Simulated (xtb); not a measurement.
InCl, SMILES [Cl][In] (connectivity only; charge and spin as stated), neutral, multiplicity 1. All values are semi-empirical tight-binding results from xtb (GFN2-xTB unless named), good for trends rather than for accurate numbers. The structure is a stationary point at GFN2-xTB.

For metal compounds this method's bond lengths and energies can be far off.

```
Property                      Result
---------------------------  -------
point group as xtb finds it      C∞v
orbital gap                  5.22 eV
```
